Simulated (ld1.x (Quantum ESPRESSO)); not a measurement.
## Sn (Z = 50): one change to an ultrasoft potential, before and after

tin (Sn), ultrasoft, made with ld1.x (Quantum ESPRESSO) 7.5 (PBE, scalar-relativistic). Core [Kr] 4d10, reference 5s1.75 5p2.25. Waves: 5s (bound): rcut 1.60, rcutus 1.95 bohr; 5s channel at -0.35 Ry: rcut 1.60, rcutus 1.95 bohr; 5p (bound): rcut 1.65, rcutus 2.20 bohr; 5p channel at 2.6 Ry: rcut 1.65, rcutus 2.20 bohr; 5d channel at 0.45 Ry: rcut 1.85, rcutus 2.00 bohr. Local part: all-electron potential smoothed inside 2.15 bohr (lloc = -2). Core correction: a·sin(br)/r model core, default radius (core density twice the valence density). Augmentation charge: built from norm-conserving waves at rcut, not smoothed further.

All-electron outer shells of the reference configuration (PBE, scalar-relativistic, ld1.x):

```
shell  level (eV)  outermost node (bohr)  outermost maximum (bohr)
   4p      -90.10                   0.41                      0.79
   4d      -26.22                   0.39                      0.88
   5s      -10.77                   0.98                      2.01
   5p       -3.86                   1.09                      2.55
```

Change: functional LDA (PZ).

Cutoffs: the cutoffs (Ry, on a coarse ladder) from which the occupation-weighted sum of valence levels, in a spherical-Bessel basis at the reference potential, stays within 10 and 1 mRy of its value at 400 Ry; they do not see the model core or the augmentation charge, which bear on the density cutoff. Errors are all-electron minus pseudo energies relative to the spin-unpolarised reference configuration.

Q: How do hardness, ghosts and transferability respond?

A: The potential gets harder (8 Ry and 15 Ry → 10 Ry and 18 Ry); both files keep a bound ghost (d); the number of tests with a reliable result goes from 7 to 9; of the 7 tests that both files solve, the error grows in 0 and shrinks in 2 by more than 15 % and 0.3 meV (median size 8.3 → 6.3 meV).

```tsv
quantity	base	changed
cutoff, loose	8 Ry	10 Ry
cutoff, tight	15 Ry	18 Ry
bound ghosts	d	d
error for 5s2 5p2, meV [ΔE -1.72 → -1.74 eV]	-0.7	-0.6
error for 5s2 5p1, meV [ΔE 5.15 → 5.35 eV]	-5.7	-6.2
error for 5s2 5p0, meV [ΔE 19.11 → 19.62 eV]	-58	-59
error for 5s1 5p3, meV [ΔE 5.26 → 5.33 eV]	-8.3	-6.3
error for 5s0 5p4, meV [ΔE 12.46 → 12.66 eV]	-43	-32
error for 5s2 5p1.5, meV [ΔE 0.89 → 0.97 eV]	-0.8	-0.8
error for 5s1 5p2, meV [ΔE 12.80 → 13.09 eV]	-31	-30
s: phases at 2.38 bohr within 0.05 rad from the reference energy up to (Ry; the scan ends near 5)	3.8	3.8
p: phases at 2.38 bohr within 0.05 rad from the reference energy up to (Ry; the scan ends near 5)	to the end of the scan	to the end of the scan
d: phases at 2.38 bohr within 0.05 rad from the reference energy up to (Ry; the scan ends near 5)	1.1	1.1
lowest overlap eigenvalue by channel	s 0.42, p 0.56, d 0.02	s 0.42, p 0.56, d 0.02
```

 A true bound ghost makes a file unfit for plane-wave use even where its test errors are small: the radial tests pick states by their node count and pass the ghost by.
